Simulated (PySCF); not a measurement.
**From computed data to an observable: chemical shift, span and skew from a shielding tensor**

F₆S, SMILES FS(F)(F)(F)(F)F. Atoms are numbered in the order given.

```xyz
7

F      0.0000    -1.5937     0.0000
S      0.0000     0.0000     0.0000
F      1.5937     0.0000     0.0000
F      0.0000     0.0000     1.5937
F     -1.5937     0.0000     0.0000
F      0.0000     0.0000    -1.5937
F      0.0000     1.5937     0.0000
```

Geometry: TPSSh-D3(BJ)/def2-SVP.

GIAO shieldings from PySCF with B3LYP/pcSseg-1, non-relativistic, no solvent. The symmetric part of the tensor of F1 has the principal values -87.9, -87.9, 364.6 ppm. The same nucleus in CFCl3 has σ = 161.7 ppm at this level (PySCF, at its B3LYP-D3(BJ)/def2-TZVP geometry).

Q: Work out the isotropic shielding, the ¹⁹F shift against CFCl3, the span and the skew.

A: 
σ(iso) = (σ11 + σ22 + σ33)/3 = 62.9 ppm. δ = σ(ref) − σ(iso) = 161.7 − (62.9) = 98.8 ppm.
Span Ω = σ33 − σ11 = 452.5 ppm. Skew κ = 3(σ(iso) − σ22)/Ω = 1.00, an axial tensor. Tumbling in solution averages the tensor to δ; in a static solid the shielding alone would spread this spin-1/2 line over Ω.
